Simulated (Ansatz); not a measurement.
Ansatz (a first-principles code) input (BHLYP/def2-TZVPD):

Ansatz 0.2 input:
```yaml
crystal:
  periodic: [false, false, false]
  atoms:
    - {symbol: C, position_ang: [-2.83172366, -0.12415903, 0.06436738]}
    - {symbol: O, position_ang: [-1.54068467, 0.28549895, -0.60093307]}
    - {symbol: B, position_ang: [-0.17551691, 0.07492518, -0.14483589]}
    - {symbol: Br, position_ang: [0.04976181, -0.81788392, 1.47605931]}
    - {symbol: Br, position_ang: [1.12479640, 0.75905382, -1.30402067]}
    - {symbol: H, position_ang: [-3.61548345, 0.22074211, -0.60099113]}
    - {symbol: H, position_ang: [-2.80673645, -1.20404442, 0.14914515]}
    - {symbol: H, position_ang: [-2.85604394, 0.37497384, 1.02574087]}
    - {symbol: H, position_ang: [-1.63786964, 0.75371874, -1.44980734]}
basis:
  gaussian:
    orbitals: def2-TZVPD
hamiltonian:
  xc: {name: BHLYP}
total_charge: 1
output: {forces: true}
```

Output:

```
Functional definition: BHLYP
integrals: 0.30 GiB planned
1839 factors; their error is unknown
0.43 GiB of the device are held for the grids
1.83 GiB of device memory are held for the factors and their scratch space
mean field: 1.79 GiB planned
mean field evaluation 1: about -143905.3206 eV, gradient 5.4e1 eV
mean field evaluation 2: about -143904.6598 eV, gradient 5.8e1 eV
mean field evaluation 4: about -143910.5868 eV, gradient 2.2e0 eV
mean field evaluation 8: about -143910.5968 eV, gradient 3.2e-2 eV
mean field evaluation 16: about -143911.8646 eV, gradient 9.5e-5 eV
mean field -143911.86458867 eV, -5288.6634766682 hartree, gradient 3.3e-5 eV, S^2 0.000000; 0 other end points of the search recorded, 0 dependent functions left out
the calculation of the forces begins
reference -143911.86478286 eV, -5288.6634838045 hartree; 46, 46 occupied and 218, 218 virtual orbitals, 1839 factors
Total energy: -143911.86478286 eV, -5288.6634838045 hartree
Atom 0 at    -2.831724    -0.124159     0.064367 Å, force     0.063080     0.019573    -0.031708 eV/Å
Atom 1 at    -1.540685     0.285499    -0.600933 Å, force     0.043102     0.087822    -0.155770 eV/Å
Atom 2 at    -0.175517     0.074925    -0.144836 Å, force    -0.233169     0.053558    -0.109590 eV/Å
Atom 3 at     0.049762    -0.817884     1.476059 Å, force    -0.014782     0.095326    -0.172542 eV/Å
Atom 4 at     1.124796     0.759054    -1.304021 Å, force    -0.138983    -0.079480     0.135351 eV/Å
Atom 5 at    -3.615483     0.220742    -0.600991 Å, force     0.204349    -0.078736     0.153322 eV/Å
Atom 6 at    -2.806736    -1.204044     0.149145 Å, force     0.003670     0.274892    -0.031559 eV/Å
Atom 7 at    -2.856044     0.374974     1.025741 Å, force     0.015943    -0.118116    -0.249739 eV/Å
Atom 8 at    -1.637870     0.753719    -1.449807 Å, force     0.056791    -0.254838     0.462235 eV/Å
Dipole moment:    -1.491439     0.151948    -0.357596 e Å
```

It need not be the lowest isomer of its formula.
